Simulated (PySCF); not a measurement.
## Frontier levels across methods

Species: CH8BOPSi.
Structure used (PBE0-D3(BJ)/def2-SVP), in Å, numbered top down from 1:
```
atom  x, y, z in Å
B1    -2.539    0.176   -0.049
P2    -1.362   -0.500   -1.310
Si3    0.584   -0.821   -0.259
O4     1.274    0.686   -0.208
C5     2.308    1.072    0.654
H6    -3.692   -0.176   -0.029
H7    -2.150    1.071    0.663
H8    -1.792   -1.820   -1.611
H9     1.372   -1.801   -1.069
H10    0.466   -1.354    1.136
H11    2.095    0.807    1.706
H12    3.273    0.612    0.372
H13    2.425    2.165    0.595
```

Basis pcSseg-1 throughout (PySCF), one geometry. Geometry: PBE0-D3(BJ)/def2-SVP, one conformer, isolated molecule.

Problem. How do the orbital energies, the gap and the dipole change with the method?

Solution. 
| method | kind | HOMO (eV) | LUMO (eV) | gap (eV) | μ (D) | SCF cycles |
| --- | --- | --- | --- | --- | --- | --- |
| BLYP | GGA | -6.18 | -2.41 | 3.77 | 1.98 | 15 |
| B97-D | GGA | -6.30 | -2.41 | 3.89 | 2.00 | 15 |
| OPBE | GGA | -6.38 | -2.48 | 3.89 | 2.05 | 16 |
| PBE | GGA | -6.38 | -2.61 | 3.78 | 2.02 | 16 |
| KT3 | GGA | -6.40 | -2.51 | 3.90 | 1.93 | 15 |
| KT2 | GGA | -6.42 | -2.60 | 3.82 | 1.98 | 16 |
| BP86 | GGA | -6.48 | -2.67 | 3.81 | 2.05 | 15 |
| LDA | LDA | -6.50 | -2.84 | 3.66 | 2.13 | 14 |
| B97-2 | global hybrid | -7.15 | -1.69 | 5.47 | 2.07 | 13 |
| B3LYP | global hybrid | -7.15 | -1.87 | 5.29 | 2.03 | 13 |
| PBE0 | global hybrid | -7.39 | -1.71 | 5.68 | 2.09 | 13 |
| mPW1PW91 | global hybrid | -7.41 | -1.69 | 5.71 | 2.10 | 13 |
| BHandHLYP | global hybrid | -8.22 | -0.67 | 7.55 | 2.11 | 12 |
| CAM-B3LYP | range-separated hybrid | -8.58 | -0.59 | 7.98 | 2.09 | 12 |
| wB97X-D | range-separated hybrid | -9.16 | 0.12 | 9.28 | 2.15 | 13 |
| HF | Hartree–Fock | -9.57 | 1.76 | 11.33 | 2.24 | 11 |
| LC-wPBE | range-separated hybrid | -9.90 | 0.49 | 10.39 | 2.21 | 13 |

The HOMO spans 3.72 eV, from BLYP down to LC-wPBE, and the gap runs from 3.66 eV (LDA) to 11.33 eV (HF). Over the methods BLYP (0 %), B97-D (0 %), OPBE (0 %), PBE (0 %), KT3 (0 %), KT2 (0 %), BP86 (0 %), LDA (0 %), B97-2 (21 %), B3LYP (20 %), PBE0 (25 %), mPW1PW91 (25 %), BHandHLYP (50 %), HF (100 %), a straight line through the gap against the share of exact exchange rises by 0.75 eV for each 10 % (correlation coefficient 1.000). The dipole ranges from 1.93 D (KT3) to 2.24 D (HF). This basis has no diffuse functions.
